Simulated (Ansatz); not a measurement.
F5Nb (SMILES [F][Nb]([F])([F])([F])[F]), singlet, geometry from GFN2-xTB (such geometries of metal compounds can be far from the true shape) (core potentials on Nb); WB97X/def2-SVP run with Ansatz (a program for electronic structure).

Input for Ansatz:
Ansatz 0.2 input:
```yaml
crystal:
  periodic: [false, false, false]
  atoms:
    - {symbol: Nb, position_ang: [-0.00000000, -0.00000000, 0.00000000]}
    - {symbol: F, position_ang: [1.47871376, -0.91466783, -0.53025668]}
    - {symbol: F, position_ang: [-0.32988414, 0.24659928, 1.77052225]}
    - {symbol: F, position_ang: [-1.14882962, 0.66806856, -1.24026557]}
    - {symbol: F, position_ang: [-0.92871899, -1.52418406, 0.03925001]}
    - {symbol: F, position_ang: [0.92871899, 1.52418406, -0.03925001]}
basis:
  gaussian:
    orbitals: def2-SVP
hamiltonian:
  xc: {name: wB97X}
```

Q: Predict the main parts of the log of this Ansatz run.

A: 
```
Functional definition: wB97X
1057 factors; their error is unknown
198 factors; integrals over basis functions are off by at most 7.2e-6 eV
mean field evaluation 1: about -15119.1384 eV, gradient 7.5e1 eV
mean field evaluation 2: about -15102.7978 eV, gradient 1.3e2 eV
mean field evaluation 4: about -15129.2162 eV, gradient 1.8e0 eV
mean field evaluation 8: about -15129.2341 eV, gradient 1.8e-2 eV
mean field evaluation 16: about -15129.2436 eV, gradient 2.6e-5 eV
mean field -15129.24360004 eV, -555.9894473319 hartree, gradient 2.6e-5 eV, S^2 0.000000; 0 other end points of the search recorded, 0 dependent functions left out
reference -15129.24353499 eV, -555.9894449413 hartree; 29, 29 occupied and 72, 72 virtual orbitals, 1057 factors
Total energy: -15129.24353499 eV, -555.9894449413 hartree
```
